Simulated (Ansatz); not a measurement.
Zr(OH)Cl3 (ZrCl₃OH), relaxed as a singlet with RKS PBE-D4/def2-SVP in Ansatz, starting from the GFN2-xTB geometry. Force threshold 0.02 eV/Å.

In the def2 sets Zr takes a core potential; there is no spin–orbit coupling.

Start:

```xyz
6

Zr    0.2330    0.0239   -0.1206
O    -1.3752   -0.1429    0.7171
H    -2.2229   -0.2308    1.1566
Cl    0.4674    1.7998   -1.5038
Cl    0.8504   -1.6887   -1.4640
Cl    2.0472    0.2387    1.2147
```

Problem. Estimate the energy that the relaxation releases and the steps that it takes.

Solution. 46.1 kJ/mol, in 5 steps; 8 s on 4 threads of Arm Neoverse V1 on a shared host. No frequencies were taken in this run, so the end may be a saddle point.

Problem. Does the start keep its bonding and symmetry?

Solution. By distances, no bond broke or formed. The bond that changes most is Zr1–Cl5, from 2.26 to 2.35 Å (atoms count from 1). Point group C3v at the start, C3v at the end, both within 0.05 Å.

Problem. Predict the relaxed structure.

Solution. 
| atom | x (Å) | y (Å) | z (Å) |
| --- | --- | --- | --- |
| Zr1 | 0.3610 | 0.0375 | -0.1879 |
| O2 | -1.3105 | -0.1361 | 0.6833 |
| H3 | -2.1661 | -0.2249 | 1.1277 |
| Cl4 | 0.3208 | 1.9552 | -1.5500 |
| Cl5 | 0.7411 | -1.8735 | -1.5064 |
| Cl6 | 2.0536 | 0.2419 | 1.4333 |
Bond lengths: 3 × Cl–Zr 2.35 Å; 1 × O–Zr 1.89 Å; 1 × H–O 0.97 Å.
